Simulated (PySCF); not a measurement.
NbBr₃, SMILES [Br][Nb]([Br])[Br] (connectivity only; charge and spin as stated), neutral, multiplicity 3. Atoms are numbered in the order given.

```xyz
4

Nb     0.0000     0.0000     0.0944
Br     0.0000     0.0000     2.5196
Br     0.0000    -1.9953    -1.3151
Br     0.0000     1.9953    -1.3151
```
Charge 0, spin multiplicity 3.

Coordinates come from a PBE-D3(BJ)/def2-SVP optimisation. The spin state was assumed, not searched. The def2 effective core potentials stand for the cores of Nb; spin–orbit coupling is left out.

The numbers are results of PBE-D3(BJ)/def2-SVP (PySCF), not measurements.

Frequencies are harmonic and unscaled.

```json
[
 {"mode": "1", "ν (cm⁻¹)": "31", "IR (km/mol)": "3.6", "moving atoms (share of kinetic energy)": "Br 80 %, Nb 20 %"},
 {"mode": "2", "ν (cm⁻¹)": "51", "IR (km/mol)": "1.5", "moving atoms (share of kinetic energy)": "Nb 72 %, Br 28 %"},
 {"mode": "3", "ν (cm⁻¹)": "63", "IR (km/mol)": "0.0", "moving atoms (share of kinetic energy)": "Br 90 %, Nb 10 %"},
 {"mode": "4", "ν (cm⁻¹)": "222", "IR (km/mol)": "0.0", "moving atoms (share of kinetic energy)": "Br 100 %"},
 {"mode": "5", "ν (cm⁻¹)": "279", "IR (km/mol)": "97.6", "moving atoms (share of kinetic energy)": "Nb 52 %, Br 48 %"},
 {"mode": "6", "ν (cm⁻¹)": "333", "IR (km/mol)": "57.1", "moving atoms (share of kinetic energy)": "Nb 62 %, Br 38 %"}
]
```
